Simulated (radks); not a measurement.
Values are calculated unless marked as measured or tabulated.
Effect of the nuclear size on the dysprosium ion Dy15+, [Kr] 4d10 4f5. Code: a radial shooting solver on a logarithmic mesh with Libxc functionals. Model: Dirac Kohn-Sham, exchange-only LDA, spin-unpolarised, spherical densities, finite nucleus; open shells are shared between the two j in proportion to 2j + 1; Fermi nuclear charge, rms radius 5.2218 fm. The rms radius is varied about that value; shifts are against it.

| rms radius (fm) | total energy shift (eV) | density at nucleus (e/bohr^3) | 1s1/2 shift (meV) | 2s1/2 shift (meV) | 4s1/2 shift (meV) | 4p1/2 shift (meV) | 5s1/2 (empty) shift (meV) | 4f7/2 shift (meV) |
|---|---|---|---|---|---|---|---|---|
| 4.4594 | -7.08 | 7.689e+05 | -2910 | -382 | -20.5 | 0.135 | -5.66 | 0.382 |
| 4.8093 | -3.93 | 7.533e+05 | -1620 | -212 | -11.4 | 0.075 | -3.14 | 0.212 |
| 5.2218 | 0 | 7.367e+05 | 0.000 | 0.000 | 0.000 | 0.000 | 0.000 | 0.000 |
| 5.5717 | 3.52 | 7.238e+05 | 1450 | 190 | 10.2 | -0.066 | 2.81 | -0.190 |
| 6.1356 | 9.54 | 7.051e+05 | 3930 | 515 | 27.6 | -0.179 | 7.62 | -0.514 |

Slopes of the eigenvalues against <r^2> in GHz/fm^2, as finite differences over the two radii next to the reference (eigenvalue slopes, not the field-shift constants of lines): 1s1/2 93700, 2s1/2 12300, 4s1/2 658, 4p1/2 -4.32, 5s1/2 (empty) 182, 4f7/2 -12.3.
